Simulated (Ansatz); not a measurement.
**Changing the shape of CaO, singlet**

Calculated in Ansatz's Gaussian-basis code. Basis def2-SVP, nonrelativistic, 10 orbitals frozen in the corrections; active space CAS(8,5). Restricted Hartree–Fock, then the lowest state-specific CASSCF solution met for each case. A minimal or small basis: far from the basis limit. On stretched bonds single-reference methods can fail or change state. Solutions in different active orbitals can move differences by tenths of an eV and at times more than 1 eV. The orbital stability of a CASSCF solution shown is undecided.

Case A: bond length 5.4660 Å. A bond is stretched, to 2.26 times the sum of the covalent radii.

Case B: bond length 1.8220 Å.

Energy less that of case A, in eV:

| case | RHF/ROHF | CASSCF |
| --- | --- | --- |
| B | -3.634 | -3.656 |

**Question.** What does SC-NEVPT2 give for these differences?

**Answer.** B: -4.183 eV (-96.5 kcal/mol).
